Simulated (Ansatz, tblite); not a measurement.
Cost and result up the ladder for WS2(NH2)2 (WS2N2H4) (9 atoms). The state is a singlet with charge 0. Geometry: PBE-D4/def2-SVP.

```xyz
9

W     0.278   -0.519    0.194
S     1.665   -0.559    1.847
S    -0.057   -2.443   -0.724
N     1.005    0.670   -1.165
H     0.805    0.593   -2.167
H     1.610    1.473   -0.965
N    -1.432    0.125    0.867
H    -1.535    0.770    1.657
H    -2.340   -0.111    0.455
```

Ansatz on 4 threads of Arm Neoverse V2 on a shared host; xTB runs through tblite on one thread. Times are rough, summed over both states, and most runs start from the orbitals of an earlier one. PBE0-D4/def2-TZVP serves as the yardstick here, not as an exact answer. The other state is a triplet.

In the def2 sets W takes a core potential; there is no spin–orbit coupling. The xTB rows come from tblite. HOMO above LUMO, or a gap near zero within one spin, warns that the state may not be the lowest or that an electron is smeared out.

xTB has no spin-polarisation term.

```tsv
level	functions	wall time	vertical triplet (eV)	difference from PBE0-D4/def2-TZVP (eV)	remarks
GFN1-xTB	43	0.011 s	2.96	0.45	–
GFN2-xTB	39	0.013 s	2.30	-0.21	–
PBE-D4/def2-TZVP	200	11 s	2.62	0.11	gap within one spin near zero (triplet)
PBE0-D4/def2-TZVP (with forces)	200	19 s	2.51	0.00	–
```
